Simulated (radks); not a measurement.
Task: These are the eigenvalues of the occupied orbitals of an atom or ion with whole-number occupations (hartree). Calculated with a radial shooting solver on a logarithmic mesh with Libxc functionals: scalar-relativistic Kohn-Sham, OLYP, spin-unpolarised, spherical densities, finite nucleus; Fermi nuclear charge, rms radius of each element as measured or else 0.836 A^(1/3) + 0.57 fm.

1s: -1461.667
2s: -263.5391
2p: -240.2267
3s: -82.93821
3p: -75.46202
3d: -64.99133

Which element is it, and in what charge state? The configuration may be excited.

Result: Z = 57, lanthanum, charge +29: La29+ in [Ar] 3d10. The list shows which subshells hold electrons but not how many an open one holds; the 1s level, -1461.7 hartree, gives Z - s = 54.1 by -(Z - s)^2/2, which with screening and relativity narrows Z to a few neighbours, and the depths of the outer levels then fix element, charge and occupations together.
